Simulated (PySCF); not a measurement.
**`C=N[SiH2]O[SiH3]`: 4 charge schemes on one density**

CH₇NOSi₂.
Structure used (GFN2-xTB), in Å, numbered top down from 1:
```
atom  x, y, z in Å
C1     2.492    0.821    0.459
N2     1.407    0.577   -0.100
Si3    0.521   -0.863   -0.445
O4    -0.999   -0.590    0.036
Si5   -2.431    0.163    0.048
H6     3.152    0.068    0.905
H7     2.841    1.850    0.524
H8     0.880   -2.086    0.271
H9     0.583   -0.970   -1.899
H10   -3.273   -0.718    0.855
H11   -2.264    1.484    0.649
H12   -2.909    0.264   -1.330
```

Density: PBE0/pcSseg-1 (PySCF); schemes: Mulliken, IAO, Hirshfeld and ESP-fitted. One conformer (not necessarily the lowest) at the GFN2-xTB geometry, without solvent, vibrations or thermal averaging.

**Question.** Give the atomic charges in each scheme.

**Answer.** In e:

| atom | environment | Mulliken | IAO | Hirshfeld | ESP-fitted |
| --- | --- | --- | --- | --- | --- |
| C1 | C=N carbon | +0.059 | -0.067 | +0.034 | +0.285 |
| N2 | C=N nitrogen | -0.559 | -0.532 | -0.233 | -0.587 |
| Si3 | oxygen-bound silicon | +0.941 | +1.122 | +0.426 | +0.820 |
| O4 | siloxane oxygen | -0.715 | -0.888 | -0.304 | -0.462 |
| Si5 | oxygen-bound silicon | +0.740 | +0.892 | +0.394 | +0.570 |
| H6 | hydrogen on a C=N carbon | +0.095 | +0.107 | +0.045 | +0.022 |
| H7 | hydrogen on a C=N carbon | +0.115 | +0.141 | +0.051 | +0.025 |
| H8 | Si–H hydrogen | -0.156 | -0.172 | -0.087 | -0.169 |
| H9 | Si–H hydrogen | -0.141 | -0.160 | -0.083 | -0.153 |
| H10 | Si–H hydrogen | -0.129 | -0.145 | -0.082 | -0.122 |
| H11 | Si–H hydrogen | -0.122 | -0.147 | -0.079 | -0.107 |
| H12 | Si–H hydrogen | -0.128 | -0.152 | -0.082 | -0.123 |

Mean size of the charges over all atoms: IAO 0.377 e, Mulliken 0.325 e, ESP-fitted 0.287 e, Hirshfeld 0.158 e. Each set sums to the total charge, 0, to within 0.001 e. The Mulliken scheme gives each basis function's population to the atom it is centred on and halves the overlap population of two atoms between them.

Lowest charge. The schemes don't all agree: Mulliken O4 (-0.715); IAO O4 (-0.888); Hirshfeld O4 (-0.304); ESP-fitted N2 (-0.587).

Highest charge. All schemes agree: Mulliken Si3 (+0.941); IAO Si3 (+1.122); Hirshfeld Si3 (+0.426); ESP-fitted Si3 (+0.820).

**Question.** How closely do the schemes follow one another over all atoms?

**Answer.** Correlation coefficient and root-mean-square difference: Mulliken with IAO 0.99, 0.094 e; Mulliken with Hirshfeld 0.99, 0.238 e; IAO with Hirshfeld 0.99, 0.318 e; Mulliken with ESP-fitted 0.97, 0.120 e; Hirshfeld with ESP-fitted 0.97, 0.186 e; IAO with ESP-fitted 0.94, 0.210 e.

**Question.** How many electrons does the ESP-fitted scheme count on C1?

**Answer.** Z − q = 6 − (+0.285) = 5.715.

**Question.** Sum the charges by element, for elements with more than one atom.

**Answer.** 
| element | atoms | Mulliken | IAO | Hirshfeld | ESP-fitted |
| --- | --- | --- | --- | --- | --- |
| Si | 2 | +1.681 | +2.014 | +0.820 | +1.390 |
| H | 7 | -0.466 | -0.528 | -0.317 | -0.626 |

These values come from a run that also computed NMR shieldings. The run took about 40 s of CPU time (grids of density and orbitals included) (one thread, shared machine).
